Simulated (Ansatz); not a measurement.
Input for Ansatz (a first-principles code): R-MP2/aug-cc-pV(T+d)Z on H4P (SMILES [PH4+]), atoms moved off the minimum. Charge +1. Files ending in .json are basis or fitting sets from the Basis Set Exchange.

Ansatz 0.2 input:
```yaml
crystal:
  periodic: [false, false, false]
  atoms:
    - {symbol: P, position_ang: [-0.01469800, -0.02194434, 0.03281789]}
    - {symbol: H, position_ang: [-0.77848008, -0.86679867, -0.78459870]}
    - {symbol: H, position_ang: [0.34759287, -0.62240507, 1.19504776]}
    - {symbol: H, position_ang: [-0.70228147, 1.16225101, 0.25566087]}
    - {symbol: H, position_ang: [1.16392021, 0.29382446, -0.69525265]}
basis:
  gaussian:
    orbitals: aug-cc-pV_T+d_Z.json
total_charge: 1
magnetization: {spin_polarized: false}
correlation: {method: mp2, electrons: outside_noble_gas}
scf: {lower_state_search: off}
output: {forces: true}
```

Output:

```
WARN ansatz: RAYON_NUM_THREADS=1 ignored (pool sized by the plan → 1); use --threads N
Functional definition: HF
these checks for a lower state are left out or cut short: starts, cluster_reference, orbital_swaps, neighbouring_geometries, increment
integrals: 0.13 GiB planned
806 factors; integrals over basis functions are off by at most 1.1e-3 eV
mean field: 0.26 GiB planned
mean field evaluation 1: about -9327.2755 eV, gradient 1.4e1 eV
mean field evaluation 2: about -9327.2752 eV, gradient 1.4e1 eV
mean field evaluation 4: about -9328.2942 eV, gradient 1.5e0 eV
mean field evaluation 8: about -9328.3102 eV, gradient 2.2e-4 eV
mean field -9328.31016080 eV, -342.8090754535 hartree, gradient 1.7e-6 eV, S^2 0.000000; 0 other end points of the search recorded, 0 dependent functions left out
5 core orbitals not correlated
reference -9328.31016080 eV, -342.8090754535 hartree; 4, 4 occupied and 138, 138 virtual orbitals, 806 factors
densities: 0.30 GiB planned
second order -4.39922115 eV of doubles, -0.00000000 eV of singles
the calculation of the forces begins
Total energy: -9332.70938195 eV, -342.9707438489 hartree
Atom 0 at    -0.014698    -0.021944     0.032818 Å, force     0.484353     0.453601    -1.623298 eV/Å
Atom 1 at    -0.778480    -0.866799    -0.784599 Å, force     0.070171     0.098925     0.327594 eV/Å
Atom 2 at     0.347593    -0.622405     1.195048 Å, force     0.076988    -0.400278     0.757168 eV/Å
Atom 3 at    -0.702281     1.162251     0.255661 Å, force    -0.087986    -0.010011     0.134282 eV/Å
Atom 4 at     1.163920     0.293824    -0.695253 Å, force    -0.543526    -0.142236     0.404255 eV/Å
Dipole moment:    -0.005322    -0.002133     0.002315 e Å
Checks for a lower state left out: starts, cluster_reference, orbital_swaps, neighbouring_geometries, increment
```

Self-consistency was reached.

Cost: around 4 core-seconds (rough).
